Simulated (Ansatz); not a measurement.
An input meant for the cluster Sn2Ge⁺ (charge 1, doublet).

```yaml
crystal:
  periodic: [false, false, false]
  atoms:
    - {symbol: h, position_ang: [0.979426, -0.140162, 0.623115]}
    - {symbol: Sn, position_ang: [-0.261423, 1.940453, -0.249412]}
    - {symbol: Sn, position_ang: [-0.718003, -1.800291, -0.373703]}
basis:
  gaussian: {orbitals: def2-SVPD, final_grid: {core_spheres: 8, valence_spheres: 7, degree: 23}}
total_charge: 1
magnetization: {spin_polarized: true, initial_magnetization: 1}
hamiltonian: {xc: {name: BLYP}}
scf: {omitted_lower_state_checks: [starts]}
output: {forces: true}
```

```sh
$ ansatz run in.yaml --threads 4 --pin off --events-out ev --progress --plain --max-ram 3916MiB
```

(1) Predict how Ansatz answers.

Results:

(1) The program refused the input. An element symbol is wrong.
```
Error: YAML parse error: error: line 4 column 16: `h` is not an element symbol (H … Og, case-exact)
 --> <input>:4:16
2 |   periodic: [false, false, false]
3 |   atoms:
4 |     - {symbol: h, position_ang: [0.979426, -0.140162, 0.623115]}
5 |     - {symbol: Sn, position_ang: [-0.261423, 1.940453, -0.249412]}
6 |     - {symbol: Sn, position_ang: [-0.718003, -1.800291, -0.373703]}
```
